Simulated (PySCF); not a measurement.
Consider `[OH2]->[Be](<-[OH2])([Cl])[Cl]` (BeCl2H4O2). Optimised structure (Å), atoms numbered from 1:
```
Be    0.3480    0.0176    0.2325
Cl    0.0577    0.3016    2.1706
Cl    2.0237   -0.2405   -0.7932
O    -0.4294    1.3897   -0.5351
H     0.2119    1.8124   -1.1458
H    -0.6687    2.0446    0.1553
O    -0.6104   -1.3997   -0.1591
H    -0.9155   -1.8236    0.6712
H    -0.0394   -2.0387   -0.6373
```

Energies: B3LYP-D3(BJ)/ma-def2-SVP (PySCF, density fitting, integration grid level 2) on BP86-D3(BJ)/ma-def2-SVP structures. The prefix ma- adds one diffuse s and one diffuse p function on all atoms but H. Zero-point and thermal terms (298.15 K, 1 bar) come from unscaled GFN2-xTB harmonic frequencies, with soft modes damped to free rotors in the entropy. These were taken at the GFN2-xTB minima.

Task: What are the vertical and the adiabatic electron affinity for forming the radical anion?

Result: 0.11 eV vertical and 0.39 eV adiabatic, the latter with zero-point energy.

Task: What reduction potential follows in DMF (IEF-PCM), given that Fc+/Fc comes at 4.45 V absolute with this functional and basis?

Result: In the gas phase −ΔG of reduction is 0.439 eV, and solvation is -87.8 kJ/mol for the parent and -190.0 kJ/mol for the product, so the absolute potential is 1.50 V, or -2.95 V against Fc+/Fc. Fc+/Fc in DMF, 4.45 V, is B3LYP-D3(BJ)/ma-def2-SVP on PBE0-D3(BJ)/def2-SVP structures with GFN2-xTB thermal terms (carried over from another solvent by the shift found with PBE0). Benchmark calculations put it near 5.0 V in acetonitrile and DMSO, so it is about 0.6 V low, and the value against it can read up to that much too high. The solvent is electrostatics only, on gas-phase structures; the absolute scale refers to an electron at rest in vacuum.

Known limits: thermal terms of [BeCl2H4O2]-• come from a GFN2-xTB structure of other bonding; ma-def2-SVP is a small basis, whose errors can reach tens of kJ/mol; spin-orbit coupling is left out of the energies, which matters for open shells on the heavier atoms.
